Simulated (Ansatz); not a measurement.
`C[Te]C(C)=S` + `O[AsH2]` → `C[Te][AsH]O` + `CC=S` at 298.15 K and 1 bar (ligand exchange at a Te–C bond).

Calculated with Ansatz (gas phase, PBE0-D4/def2-TZVP geometries, no zero-point term in ΔE). CCSD(T)/CBS is the MP2 limit (def2-TZVPP, def2-QZVPP) plus CCSD(T) − MP2 in def2-TZVPP, frozen cores. Elements past krypton have def2 core potentials. For As, Te outer-core shells are correlated without core-valence functions, which leaves a few kJ/mol of doubt a bond. Scalar relativity is left out up to krypton. Each species was taken in one conformer, which may not be the lowest.

```json
{"species": "`C[Te]C(C)=S`", "CCSD(T)/CBS energy (Eh)": "-783.25526", "H − E (kJ/mol)": "234.8", "S (J/(mol·K))": "378.0"}
{"species": "`O[AsH2]`", "CCSD(T)/CBS energy (Eh)": "-2311.97217", "H − E (kJ/mol)": "89.1", "S (J/(mol·K))": "265.7"}
{"species": "`C[Te][AsH]O`", "CCSD(T)/CBS energy (Eh)": "-2618.99141", "H − E (kJ/mol)": "177.7", "S (J/(mol·K))": "373.0"}
{"species": "`CC=S`", "CCSD(T)/CBS energy (Eh)": "-476.26007", "H − E (kJ/mol)": "153.8", "S (J/(mol·K))": "272.4"}
```

H − E and S are ideal-gas, rigid-rotor, harmonic terms from PBE0-D4/def2-TZVP, for one conformer and one mirror image of each species. 1 Eh = 2625.50 kJ/mol, R = 8.31446 J/(mol·K).

Question: By hand: ΔE, ΔH, ΔS and ΔG.

Answer: ΔE = (-2618.99141) + (-476.26007) − (-783.25526) − (-2311.97217) = -0.02405 Eh = -63.1 kJ/mol. Δ(H − E) = 177.7 + 153.8 − 234.8 − 89.1 = 7.6, so ΔH = -55.5 kJ/mol. ΔS = 373.0 + 272.4 − 378.0 − 265.7 = 1.7 J/(mol·K). ΔG = -55.5 − 298.15 × (1.7)/1000 = -56.0 kJ/mol.

Question: By hand: the equilibrium constant, and the temperature at which ΔG would vanish if ΔH and ΔS stayed fixed.

Answer: log₁₀ K = −ΔG/(RT ln 10) = 9.8. ΔH and −TΔS have one sign here, so there is no such temperature.

The number of gas molecules stays the same, so ΔS is small and ΔH decides. A doubt of 5 kJ/mol in ΔE shifts log₁₀ K by 0.9 here. Other conformers and mirror images would add mixing entropy, several J/(mol·K) or more a flexible species. These are equilibria of isolated gas molecules and say nothing of rates. Largest T1 diagnostic: 0.016 (customary marks: 0.02 for closed shells, 0.045 for open ones).

ΔS is within the doubt of such terms, so its sign, and with it that verdict, could turn.
